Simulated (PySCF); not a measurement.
TiCl₂, SMILES [Cl][Ti][Cl] (connectivity only; charge and spin as stated), neutral, multiplicity 3. Atoms are numbered in the order given.

```xyz
3

Ti     0.0000     0.0000     0.0000
Cl     0.0000     0.0000    -2.2358
Cl     0.0000     0.0000     2.2358
```
Charge 0, spin multiplicity 3.

Geometry: PBE0-D3(BJ)/def2-TZVP. The multiplicity is an assumed one; other spin states were not compared.

These are PBE/def2-TZVPD (PySCF) values and carry that method's errors.

Mulliken values depend strongly on the basis, most of all with diffuse functions as here. ESP charges are fitted to the potential on shells at 1.4 to 2.0 van der Waals radii. Atomic charges (e):

| atom | ESP fit | Mulliken | meta-Löwdin | Mulliken spin |
|---|---|---|---|---|
| Ti1 | … | 0.68 | 0.89 | 2.14 |
| Cl2 | … | -0.34 | -0.44 | -0.07 |
| Cl3 | … | -0.34 | -0.44 | -0.07 |

Question: Complete the blanks. (An estimate is asked for; the answer gives what the named calculation found.)

Answer: 
- Ti1, ESP fit: 0.50
- Cl2, ESP fit: -0.25
- Cl3, ESP fit: -0.25
